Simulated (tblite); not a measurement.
C₅H₁₂S₂Si.
Bonds: C1–S2, S2–C3, C3–C4, C4–S5, C4–C6, C6–Si7, Si7–C8, C4–C8. Hydrogens: H9, H10, H11 on C1; H12, H13 on C3; H14 on S5; H15, H16 on C6; H17, H18 on Si7; H19, H20 on C8.

Structure optimised with GFN2-xTB, isolated species.

**Question.** Give the optimised bond lengths and angles.

**Answer.** 
| bond | length (Å) |
| --- | --- |
| C1–S2 | 1.815 |
| S2–C3 | 1.830 |
| C3–C4 | 1.514 |
| C4–S5 | 1.851 |
| C4–C6, C4–C8 | 1.538 |
| C6–Si7, Si7–C8 | 1.913 |
| C1–H9, C1–H10, C1–H11 | 1.086 |
| C3–H12, C3–H13 | 1.093 |
| S5–H14 | 1.333 |
| C6–H15, C8–H20 | 1.088 |
| C6–H16, C8–H19 | 1.088 |
| Si7–H17 | 1.456 |
| Si7–H18 | 1.461 |

Bonds in one row agree within 0.01 Å and their mean is given. A selection of angles:
| angle | degrees |
| --- | --- |
| C1–S2–C3 | 97.9 |
| S2–C3–C4 | 112.2 |
| C3–C4–S5 | 106.7 |
| C3–C4–C6 | 113.7 |
| S5–C4–C6 | 112.5 |
| S5–C4–C8 | 110.0 |
| C6–C4–C8 | 100.5 |
| C4–C6–Si7 | 90.9 |
| C6–Si7–C8 | 76.4 |
| H14–S5–C4 | 96.1 |

Dihedral angles: C1–S2–C3–C4 173° (antiperiplanar); S2–C3–C4–S5 178° (antiperiplanar); C3–C4–C6–Si7 112° (anticlinal); C4–C6–Si7–C8 8° (synperiplanar); C6–Si7–C8–C4 -8° (synperiplanar); C3–C4–C8–Si7 -112° (anticlinal); H14–S5–C4–C3 68° (synclinal). The mirror-image conformer, all signs reversed, is as good.

The C–S distances run from 1.815 Å (C1–S2, drawn single) to 1.851 Å (C4–S5, drawn single), a spread of 0.036 Å. Si7 (SiH2 silicon) has angles from 76.4° to 115.7°. The C–C distances run from 1.514 Å (C3–C4, drawn single) to 1.538 Å (C4–C8, drawn single), a spread of 0.024 Å. The 4-membered ring C4–C6–Si7–C8 has internal angles of 76.4° to 100.5° (sum 359°, against 360° for a flat polygon); it is slightly puckered (a soft mode that the optimisation may not have finished), 0.06 Å rms from its mean plane, widest ring torsion 9°. Of the pairs four or more bonds apart, S2···Si7 is among the closest relative to their van der Waals radii: 3.52 Å, 90 % of the sum of Bondi's values.

Point group: C1 (no symmetry element, even within 0.4 Å). Its lowest GFN2-xTB frequency is 14 cm⁻¹, too small to tell a flat minimum from a shallow saddle. The numbers are those of one conformer (C1–S2–C3–C4 173°, S2–C3–C4–S5 178°, C3–C4–S5–H 68°, C3–C4–C6–Si7 112°, C4–C6–Si7–C8 8°, C6–Si7–C8–C4 -8°, C3–C4–C8–Si7 -112°). 3 starts were optimised and ended at 0.00, 0.49 and 1.78 kcal/mol (GFN2-xTB); the lowest of these is shown.

These are computed values.
